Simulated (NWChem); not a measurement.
System meant: CHCl, singlet; SMILES [CH]Cl

Input file for NWChem:

```
start job
memory heap 200 mb stack 900 mb global 1100 mb
geometry units angstroms noautosym nocenter noautoz
  C      0.150000     1.200207     0.000000
  Cl    -0.013346    -0.519196     0.000000
  H     -0.918878     1.524877     0.000000
end
basis spherical
  C library def2-svp
  Cl library def2-svp
  H library def2-svp
end
dft
  xc m06-l
  iterations 150
end
property
  shielding
end
task dft property
```

End of the output:

```
 Vector   15  Occ=0.000000D+00  E= 8.547045D-02
              MO Center= -9.5D-01,  1.5D+00, -1.4D-10, r^2= 2.3D+00
   Bfn.  Coefficient  Atom+Function         Bfn.  Coefficient  Atom+Function
  ----- ------------  ---------------      ----- ------------  ---------------
    34      1.841194  3 H  s                  3     -1.068965  1 C  s
     7      0.834528  1 C  px                 8     -0.453644  1 C  py
     4      0.361021  1 C  px                33      0.268879  3 H  s
     5     -0.254274  1 C  py                17     -0.181243  2 Cl s
     2     -0.178271  1 C  s                 26     -0.158950  2 Cl py

 center of mass
 --------------
 x =   0.01604045 y =  -0.08730028 z =   0.00000000

 moments of inertia (a.u.)
 ------------------
         103.394366634084          -3.604459304594           0.000000000000
          -3.604459304594           4.012860270368           0.000000000000
           0.000000000000           0.000000000000         107.407226904452

     Multipole analysis of the density
     ---------------------------------

     L   x y z        total         alpha         beta         nuclear
     -   - - -        -----         -----         ----         -------
     0   0 0 0     -0.000000    -12.000000    -12.000000     24.000000

     1   1 0 0     -0.623480     -0.079530     -0.079530     -0.464419
     1   0 1 0     -0.193187     -0.001906     -0.001906     -0.189375
     1   0 0 1     -0.000000     -0.000000     -0.000000      0.000000

     2   2 0 0    -14.740275     -9.124181     -9.124181      3.508088
     2   1 1 0     -1.966845     -0.620614     -0.620614     -0.725617
     2   1 0 1      0.000000      0.000000      0.000000      0.000000
     2   0 2 0    -14.484027    -35.008516    -35.008516     55.533004
     2   0 1 1      0.000000      0.000000      0.000000      0.000000
     2   0 0 2    -13.153674     -6.576837     -6.576837      0.000000

          -----------------------------------------
          Chemical Shielding Tensors (GIAO, in ppm)
          -----------------------------------------

 ------------------------------------------------------------------------
  xm06: d2 not coded                    0
 ------------------------------------------------------------------------
 ------------------------------------------------------------------------
  current input line :
    20: task dft property
 ------------------------------------------------------------------------
 ------------------------------------------------------------------------
 This error has not yet been assigned to a category
 ------------------------------------------------------------------------
 For more information see the NWChem manual at https://nwchemgit.github.io

0: xm06: d2 not coded:Received an Error in Communication
```

Task: What is wrong, and how is it mended?

Result: The run crashed. Cause: this functional's second derivatives, which shieldings need, aren't coded here; the fix takes a hybrid GGA instead. This input runs:
```
start job
memory heap 200 mb stack 900 mb global 1100 mb
geometry units angstroms noautosym nocenter noautoz
  C      0.150000     1.200207     0.000000
  Cl    -0.013346    -0.519196     0.000000
  H     -0.918878     1.524877     0.000000
end
basis spherical
  * library def2-svp
end
dft
  xc pbe0
  iterations 150
end
property
  shielding
end
task dft property
```
It converges to -498.38365 Ha (PBE0/def2-SVP, GIAO).
